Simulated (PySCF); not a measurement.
**Electric field gradients and quadrupole coupling constants**

Compound: Cu(CO)H, CHCuO (singlet state).
Bonds: Cu1–C2, C2–O3. Hydrogens: H4 on Cu1.

Field gradients from the PBE0/pcSseg-1 (pcSseg-2 on Cu) density (PySCF, non-relativistic), principal values in atomic units, ordered |Vxx| ≤ |Vyy| ≤ |Vzz|:

```tsv
atom	Vxx	Vyy	Vzz
Cu1	0.6343	0.6345	-1.2688
O3	0.2744	0.2745	-0.5489
```

Problem. Find the asymmetry η = (Vxx − Vyy)/Vzz and the couplings χ = eQV/h (234.96 MHz × Q in barn × V in au), with Q(63Cu) = −0.22 b, Q(17O) = −0.0256 b.

Solution. 
```tsv
atom	environment	nucleus	η	χzz (MHz)	χxx (MHz)	χyy (MHz)
Cu1	copper bonded to C and H	63Cu	0.00	65.59	-32.79	-32.80
O3	oxygen bonded to C	17O	0.00	3.301	-1.650	-1.651
```

The gradient is axial or nearly so (η below 0.05) at Cu1 and O3. 

Problem. What is Vzz at Cu1 in SI units (1 au = 9.71736 × 10²¹ V/m²)?

Solution. -1.2688 au = -12.330 × 10²¹ V/m².

Problem. And the gradient at the other heavy atoms, for which no coupling is worked out here?

Solution. 
```json
{"atom": "C2", "environment": "carbon bonded to Cu and O", "Vzz (au)": "-0.860", "η": "0.00"}
```

Isolated species at its PBE0-D3(BJ)/def2-SVP geometry, gas phase. The basis is small and wasn't made for field gradients, so the couplings can be 20 % off. Field gradients at transition-metal nuclei can change strongly with the functional.

These values come from a run that also computed NMR shieldings. The run took 6.9 s of wall time on an Arm Neoverse V2 with one thread, on a shared host.
